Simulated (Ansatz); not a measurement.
A made-up structure of C$_{2}$H$_{2}$Se, singlet:

C1  (0.438, -0.430, -0.170)
C2  (-0.456, 0.448, 0.177)
Se3  (-1.621, 1.592, 0.629)
H4  (1.296, -0.142, -0.768)
H5  (-2.160, 2.903, 1.151)
(Å)

It is relaxed with PBE-D4/def2-SVP and then PBE0-D4/def2-TZVP (Ansatz 0.2.0). Atoms count as bonded within 1.22 times the sum of their covalent radii (H–H: 0.88 Å). The end point is not checked to be a true minimum.

Question: Does its bonding change? (Judge from chemistry; the calculation decides.)

Answer: By the calculation: No: no bond forms or breaks.

Where it ends: The first stage lowers the energy by 3.46 eV in 9 steps. It ends as C₂H₂Se ([CH][C][SeH]):
C1  (0.449, 0.097, -0.243)
C2  (-0.560, 0.664, 0.086)
Se3  (-2.164, 1.413, 0.524)
H4  (1.348, -0.396, -0.529)
H5  (-1.575, 2.591, 1.180)
(Å)

Labels in which every atom is bracketed show which atoms are joined, not bond orders.

For scale, one of the runs: PBE0-D4/def2-TZVP relaxation, 122 basis functions, launched by `ansatz run in.yaml --threads 2 --pin off --events-out ev --progress --plain --max-ram 4352MiB`. The run took about 9 s on 2 CPU threads of an Arm Neoverse V2 (shared host).
